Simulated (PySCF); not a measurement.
# Where the electron goes

C4H7N3OSi.
Geometry (GFN2-xTB, Å), atoms numbered from 1 in this order:
```
atom  x, y, z in Å
N1    -2.9592    0.0944    0.2899
Si2   -1.7377   -1.1038    0.2050
N3    -0.2479   -0.1664    0.2863
C4    -0.0521    1.0546    0.8717
N5     1.1743    1.4561    0.8221
C6     1.8628    0.4573    0.1741
C7     3.2858    0.5411   -0.0741
O8     3.9496   -0.2990   -0.6348
C9     0.9780   -0.5468   -0.1534
H10   -3.9180   -0.1889    0.4013
H11   -2.9045    0.9205   -0.2854
H12   -1.6067   -1.8889   -1.0250
H13   -1.8514   -1.9214    1.4077
H14   -0.8579    1.5989    1.3198
H15    3.7336    1.4762    0.3100
H16    1.1438   -1.4748   -0.6592
```

The calculation used PySCF, TDDFT B3LYP/def2-SVPD, vertical, gas phase, core orbitals frozen in the response.

Frontier orbitals with the atoms that hold most of them (Löwdin shares over 4%, at most four atoms; ? is withheld):

```csv
orbital,ε (eV),atoms
HOMO-3,-8.26,"N1 42%, N5 17%, Si2 10%, H12 5%"
HOMO-2,-7.95,"N5 53%, N1 12%, C6 8%, C4 8%"
HOMO-1,-7.01,?
HOMO,-6.98,?
LUMO,-1.60,"C7 26%, O8 23%, C9 17%, C6 11%"
LUMO+1,-0.64,"Si2 32%, N1 14%, H10 11%, H13 9%"
LUMO+2,-0.15,"Si2 24%, C4 16%, N5 13%, N3 10%"
```

(1) Which atoms hold the HOMO, and with what shares?

(2) Give the leading atoms of the HOMO-1.

(3) The HOMO–LUMO gap is 5.38 eV. Where does the response calculation put the lowest singlet, and from which orbitals?

(4) Give energy, strength and leading configuration of S1, S2, S3, S4 and S5, and follow the Löwdin shares of the leading atoms from the occupied to the empty orbital.

Answers

(1) C9 (bonded to C, N and H) 24%; C6 (bonded to 2 C and N) 22%; C4 (bonded to 2 N and H) 19%; O8 (bonded to C) 10%. By element: carbon 66% or more, oxygen 10%.

(2) O8 (bonded to C) 64%; C7 (bonded to C, O and H) 16%; H15 (bonded to C) 9%; C6 (bonded to 2 C and N) 7%. By element: oxygen 64%, carbon 24% or more, hydrogen 9% or more.

(3) S1 is at 3.80 eV (f = 0.0002), 1.58 eV below the gap, made of HOMO-1→LUMO (97%). Its leading pair isn't HOMO and LUMO; the energies of that pair differ by 5.41 eV. 

(4) 
- S1 (3.80 eV, f 0.0002), HOMO-1→LUMO (97%): O8 64% → 23%, C7 16% → 26%
- S2 (5.06 eV, f 0.195), HOMO→LUMO (95%): C9 24% → 17%, C6 22% → 11%, C7 at most 10% → 26%, O8 10% → 23%
- S3 (5.27 eV, f 0.0002), HOMO-2→LUMO (91%): N5 53% → at most 12%, N1 12% → at most 12%, C7 at most 8% → 26%, O8 at most 8% → 23%
- S4 (5.63 eV, f 0.0009), HOMO→LUMO+1 (97%): C9 24% → at most 10%, C6 22% → at most 10%, Si2 at most 10% → 32%, N1 at most 10% → 14%
- S5 (5.85 eV, f 0.0004), HOMO-1→LUMO+1 (88%): O8 64% → at most 10%, C7 16% → at most 10%, Si2 at most 4% → 32%, N1 at most 4% → 14%

Löwdin shares depend on the basis, the more so with diffuse functions.

One conformer stands for the species.
